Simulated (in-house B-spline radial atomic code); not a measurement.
Configurations of the arsenic ion As⁵⁺, with energies counted from [Ar] 3d10. Computed with an all-electron radial atomic-structure program (B-spline basis): Dirac-Hartree-Fock, average of configuration, Fermi nucleus of rms radius 4.0968 fm. Energies include first-order Breit, QED and recoil terms.

Occupations are held fixed; configurations that lie above the ionisation limit could autoionise.

| configuration | E - E(ref) (eV) | highest orbital | its <r> (bohr) |
| --- | --- | --- | --- |
| [Ar] 3d9 4p1 | 54.029 | 4p3/2 | 1.788 |
| [Ar] 3d9 5p1 | 84.925 | 5p3/2 | 3.46 |
| [Ar] 3d9 5g1 | 99.691 | 5g9/2 | 4.579 |
| [Ar] 3d9 7p1 | 104.7 | 7p3/2 | 8.276 |
| [Ar] 3d9 7g1 | 109.29 | 7g9/2 | 10.57 |
| [Ne] 3s2 3p5 3d10 4s1 | 145.27 | 4s1/2 | 1.601 |
| [Ne] 3s2 3p5 3d10 4d1 | 178.37 | 4d5/2 | 2.232 |
| [Ne] 3s2 3p5 3d10 4f1 | 193.13 | 4f5/2 | 2.9 |
| [Ne] 3s2 3p5 3d10 5d1 | 197.64 | 5d5/2 | 4.158 |
| [Ne] 3s2 3p5 3d10 6s1 | 200.36 | 6s1/2 | 5.164 |
| [Ne] 3s2 3p5 3d10 6f1 | 210.37 | 6f5/2 | 7.81 |
| [Ne] 3s2 3p5 3d10 7f1 | 214.05 | 7f5/2 | 11.02 |

**Question.** Order these further configurations by energy, lowest first.
A. [Ar] 3d9 6p1
B. [Ar] 3d9 7f1
C. [Ar] 3d9 6g1
D. [Ar] 3d9 5s1
E. [Ne] 3s2 3p5 3d10 7s1

**Answer.** D (79.813 eV), A (97.929 eV), C (105.68 eV), B (109.14 eV), E (208.23 eV).

**Question.** How far above the reference does [Ne] 3s2 3p5 3d10 7g1 lie?

**Answer.** 214.21 eV; its least bound orbital is 7g9/2 with <r> = 10.57 bohr.

**Question.** How far above the reference does [Ar] 3d9 4s1 lie?

**Answer.** 40.42 eV; its least bound orbital is 4s1/2 with <r> = 1.602 bohr.

**Question.** How far above the reference does [Ne] 3s2 3p5 3d10 5s1 lie?

**Answer.** 184.72 eV; its least bound orbital is 5s1/2 with <r> = 3.139 bohr.

**Question.** One of these lies 105.5 eV from the reference. Which?
A. [Ar] 3d9 7s1
B. [Ar] 3d9 6f1
C. [Ne] 3s2 3p5 3d10 7d1
D. [Ar] 3d9 6s1

**Answer.** B.
